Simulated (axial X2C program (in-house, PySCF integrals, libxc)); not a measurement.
**InCl: nuclear properties from DFT to coupled cluster**

Computed with an axial X2C code built on PySCF integrals: two-component X2C with atomic mean-field Coulomb and Gaunt terms, Gaussian nuclei, basis In dyall-acv3z, Cl dyall-av3z with contracted cores.

R = 2.424 Å (near the PBE0 minimum at charge 0 of the determinant lowest at the starting distance; the state shown can have its own minimum elsewhere); state Ω = 0 (closed shell).

```
level  qzz In (a.u.)  qzz Cl (a.u.)  μ (D)
 PBE0          -3.78           0.80  -3.57
   HF          -3.98           0.77  -3.60
B3LYP          -3.71           0.74  -3.62
```

qzz is the electric field gradient, eQq0 = 234.96 MHz × Q/barn × qzz; μ is positive if the Cl end (last atom) is positive. The operators were transformed with the bare-nucleus X2C matrices; with these basis sets, hyperfine constants and field gradients can be off by tens of per cent, and where levels differ in sign neither size nor sign is settled.

Finite-field MP2, CCSD and CCSD(T), with 20 electrons correlated in 130 natural virtual spinors (MP2 remainder added):

| level | qzz In (a.u.) | qzz Cl (a.u.) | μ (D) |
| --- | --- | --- | --- |
| MP2 | -3.50 | 0.68 | -4.00 |
| CCSD | -3.60 | 0.73 | -3.79 |
| CCSD(T) | -3.53 | 0.70 | -3.75 |

T1 = 0.014 (Lee–Taylor). One unrestricted determinant, the lowest of a limited PBE0 search, is the reference; the functionals treat spin collinearly. Correlation of the inner shells is missing, which matters for properties at the nucleus. Number of frozen shells: In 4 s, 3 p, 1 d; Cl 2 s, 1 p.

Problem. By how much does correlation change each value, CCSD(T) against HF?

Solution. qzz In -11 %; qzz Cl -9 %; μ 4 %.
